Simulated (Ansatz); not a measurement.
```xyz
11

C     0.839    1.335   -0.140
O     0.250    0.318   -0.906
B    -0.428   -0.716   -0.305
N    -0.584   -0.837    1.090
O    -0.979   -1.677   -1.116
H     1.603    0.938    0.539
H     1.319    2.039   -0.821
H     0.092    1.881    0.449
H    -0.218   -0.186    1.758
H    -1.087   -1.607    1.491
H    -0.808   -1.487   -2.040
```

The species carries charge 0 and has multiplicity 1.

(1) List the ωB97M-V/def2-TZVPP orbital energies in eV (Ansatz 0.2.0). (An estimate is asked.)

Answers

(1) Computed: Occupied: -526.01, -525.73, -394.00, -282.72, -188.43, -31.66, -30.62, -26.60, -22.09, -18.04, -17.39, -16.09, -15.44, -15.31, -14.56, -12.88, -12.68, -11.58, -10.71, -9.99. Lowest empty: 2.18, 3.07, 3.47, 3.92, 4.09, 4.48, 4.92, 5.41.
